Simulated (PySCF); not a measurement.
5-hexyn-2-one, C₆H₈O.
Cartesian coordinates in Å at the PBE0-D3(BJ)/def2-SVP level; atoms count from 1:
```xyz
15
C6H8O angstrom
C      3.355    1.109    0.180
C      2.427    0.333    0.235
C      1.289   -0.573    0.297
C     -0.046    0.141    0.125
C     -1.227   -0.805    0.190
C     -2.594   -0.187    0.035
O     -1.075   -1.992    0.356
H      4.188    1.785    0.133
H      1.292   -1.115    1.257
H      1.387   -1.355   -0.474
H     -0.082    0.682   -0.836
H     -0.177    0.921    0.895
H     -2.673    0.332   -0.933
H     -3.362   -0.968    0.100
H     -2.765    0.569    0.818
```

Theory: PBE0-D3(BJ)/def2-SVP geometry optimisation, gas phase in PySCF 2.14.0.

Masses are those of the commonest isotopes; rigid-rotor values at the optimised geometry. The values belong to one conformer with, in the numbering `[CH:1]#[C:2][CH2:3][CH2:4][C:5]([CH3:6])=[O:7]`, C2–C3–C4–C5 180°, C3–C4–C5–C6 180°.

**Question.** Give the principal moments of inertia and the rotational constants in GHz.

**Answer.** Ia = 61.44, Ib = 426.91, Ic = 479.02 u·Å²; 505379 MHz·u·Å²/I gives 8226, 1184 and 1055 MHz, that is A = 8.2260, B = 1.1838, C = 1.0550 GHz.

**Question.** Classify the top.

**Answer.** A near-prolate asymmetric top: κ = (2 × 1184 − 8226 − 1055)/(8226 − 1055) = -0.96.

**Question.** Is it planar, by Δ = Ic − Ia − Ib?

**Answer.** Not planar: Δ = Ic − Ia − Ib = -9.33 u·Å². For a rigid frame Δ = −2 Σ m c², so Σ m c² = 4.66 u·Å² lies off the ab plane, practically all of it from hydrogen. The atom farthest from that plane is 0.89 Å away.

**Question.** Give the other two planar moments, Paa and Pbb, and the rms extents of the mass along the axes.

**Answer.** Paa = Σ m a² = (Ib + Ic − Ia)/2 = 422.24 and Pbb = Σ m b² = (Ia + Ic − Ib)/2 = 56.77 u·Å². With the mass M = 96.06 u, the rms extents √(P/M) along a, b and c are 2.10, 0.77, 0.22 Å.

**Question.** Where do the levels up to J = 5 lie, in K?

**Answer.** Above 0(0,0), as E/k:
J = 1: 1(0,1) 0.107, 1(1,1) 0.445, 1(1,0) 0.452
J = 2: 2(0,2) 0.322, 2(1,2) 0.654, 2(1,1) 0.673, 2(2,1) 1.687, 2(2,0) 1.687
J = 3: 3(0,3) 0.644, 3(1,3) 0.967, 3(1,2) 1.004, 3(2,2) 2.009, 3(2,1) 2.009, 3(3,1) 3.714, 3(3,0) 3.714
J = 4: 4(0,4) 1.073, 4(1,4) 1.384, 4(1,3) 1.446, 4(2,3) 2.439, 4(2,2) 2.440, 4(3,2) 4.144, 4(3,1) 4.144, 4(4,1) 6.532, 4(4,0) 6.532
J = 5: 5(0,5) 1.609, 5(1,5) 1.906, 5(1,4) 1.999, 5(2,4) 2.976, 5(2,3) 2.979, 5(3,3) 4.682, 5(3,2) 4.682, 5(4,2) 7.069, 5(4,1) 7.069, 5(5,1) 10.138, 5(5,0) 10.138

**Question.** Which lines would a microwave search look for?

**Answer.** The dipole components are |μa| = 0.34 D, |μb| = 2.53 D, |μc| = 0.00 D; the mirror of this Cs structure is the ab plane, so μc vanishes by symmetry and there are no c-type lines. The squared components, which scale the intensities, stand as 0.02 : 1.00 (a : b). Some lines, for components of 0.1 D or more:

```csv
type,branch,"J(Ka,Kc)",MHz,lower level (cm⁻¹)
a,Q,"2(1,1) ← 2(1,2)",386,0.455
a,Q,"3(1,2) ← 3(1,3)",773,0.672
a,R,"1(0,1) ← 0(0,0)",2239,0.000
a,R,"2(0,2) ← 1(0,1)",4476,0.075
a,R,"3(0,3) ← 2(0,2)",6710,0.224
a,R,"3(2,2) ← 2(2,1)",6717,1.172
a,R,"3(1,2) ← 2(1,1)",6909,0.468
b,Q,"1(1,0) ← 1(0,1)",7171,0.075
b,Q,"2(1,1) ← 2(0,2)",7301,0.224
b,R,"4(1,4) ← 3(0,3)",15422,0.448
b,Q,"4(2,2) ← 4(1,3)",20705,1.005
b,Q,"2(2,0) ← 2(1,1)",21128,0.468
b,Q,"2(2,1) ← 2(1,2)",21513,0.455
b,R,"2(2,1) ← 1(1,0)",25733,0.314
b,R,"3(2,2) ← 2(1,1)",27843,0.468
b,R,"4(2,3) ← 3(1,2)",29889,0.698
b,Q,"4(3,2) ← 4(2,3)",35539,1.695
b,R,"4(3,1) ← 3(2,2)",44493,1.396
b,R,"4(4,1) ← 3(3,0)",58702,2.582
```

**Question.** Estimate the classical rotational partition function at 10 K, 25 K and 100 K.

**Answer.** Point group Cs, symmetry number σ = 1; q = (√π/σ)·√((kT/h)³/(ABC)), k/h = 20836.6 MHz/K: 1660 at 10 K, 6570 at 25 K, 52600 at 100 K.

Whether it is a minimum is left open (no frequencies). Constants of a rigid frame at the computed geometry: no zero-point averaging, no centrifugal distortion. A rigid rotor knows nothing of internal rotation, which can split or shift real lines.

On one thread, x86-64 server, no GPU, on a shared host, this took 25 s wall. That covers the optimisation of the geometry.
